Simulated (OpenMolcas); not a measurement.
Dy3+ with 6 ligands (bromide) in octahedral coordination (Oh) at 2.82 Å. A charge of +0.5 e stands 2.4 Å behind each ligand. Ligand basis ANO-RCC-VTZP.

| Quantity | Value |
| --- | --- |
| Program | OpenMolcas 26.06 |
| Method | CASSCF |
| Basis | ANO-RCC-VTZP [8s7p5d3f2g1h] |
| Scalar Hamiltonian | DKH2, point nucleus |
| Active space | 9 electrons in 7 orbitals (4f) |
| State averaging | 2S+1 = 6 odd, 21 roots; 2S+1 = 4 odd, 115 roots kept (CI in the orbitals of an earlier block, 108 in the spin-orbit step); 2S+1 = 2 odd, 82 roots kept (CI in the orbitals of an earlier block, 41 in the spin-orbit step) |
| Spin-orbit coupling | RASSI with atomic mean-field integrals over the reference wave functions |

Problem. What is the spin-free ground state (labels of O, the rotations of Oh)?

Solution. 6T1, 3-fold in its orbital part, 100 % from free-ion H terms; it has the highest spin that f9 allows.

Problem. Where is the first state of the same spin?

Solution. 6T2 at 124 cm-1 above the ground state.

Problem. What are the lowest two levels with spin-orbit coupling?

Solution. A 2-fold level Γ6 with g = 6.63, 6.63, 6.63, then a 4-fold level Γ8 14.5 cm-1 above it. Their leading multiplicities are 6 (95 %) and 6 (95 %).

Problem. What is χT at 300 K, and how does it compare with the textbook value?

Solution. Hund's rules give f9 the level 6H15/2 with g = 1.333, so an isolated free-ion multiplet has χT = g² J(J+1) / 8 = 14.167 cm3 K/mol. The computed 14.003 at 300 K differs by -1 %, through the field's splitting, the mixing of terms and any other multiplet in reach.

High states are left out of the spin-orbit mixing, which shifts the levels that they would mix with. Without dynamic correlation the ligand-field splitting of an f shell can come out too small, at times by half. The first state left out of the spin-orbit step lies near 43000 cm-1 above the lowest spin-free state of the reference (among the parities and spins computed), and the lists stop at four fifths of that energy or lower. No measured value stands beside these numbers; the geometry was imposed, not optimised, and the real ion may take another.
